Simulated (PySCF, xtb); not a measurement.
Ta(S)(F)(OH)2 (FH2O2STa), SMILES [OH][Ta]([OH])([F])=[S], multiplicity 1.

xtb with GFN2-xTB at its own geometry gives an orbital gap of 2.04 eV and a dipole moment of 6.95 D.

The structure is a stationary point at B3LYP-D3(BJ)/def2-SVP. The multiplicity is an assumed one; no other spin state was optimised. The structure was generated by enumeration; whether it is a known compound was not checked. The def2 effective core potentials stand for the cores of Ta; spin–orbit coupling is left out. One conformer was computed; it need not be the lowest.

Task: What does PBE/def2-TZVP (PySCF) give? (Estimate from the structure and the level; the computed values follow.)

Result: gap 4.21 eV (levels -6.50 and -2.29 eV), dipole 2.59 D.
